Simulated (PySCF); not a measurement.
Excitation energy of Si²⁺ by level of theory

Si²⁺ [Ne] 3s2 (1S) → Si²⁺ [Ne] 3s1 3d1 (3D), as a difference of total energies. Computed with PySCF 2.14 in dyall-acv3z (19s12p6d4f, 113 functions), with the spin-free X2C one-electron Hamiltonian (Gaussian nucleus). Correlated levels: valence: [Ne] frozen; virtual orbitals above 40 to 60 times the deepest correlated orbital energy dropped. The calculations carry no spin-orbit coupling.

```
           method  excitation energy (eV)
              UHF                  16.625
    MP2 (valence)                  17.361
SCS-MP2 (valence)                  17.644
   CCSD (valence)                  17.615
```

Q: How much does correlation contribute at MP2 (valence)?

A: 17.361 − (16.625) = 0.736 eV, measured against UHF.

The promoted electron is Rydberg-like, and one or two diffuse shells describe it only roughly, which tends to raise the upper state.

With two correlated electrons CCSD is exact in that space.
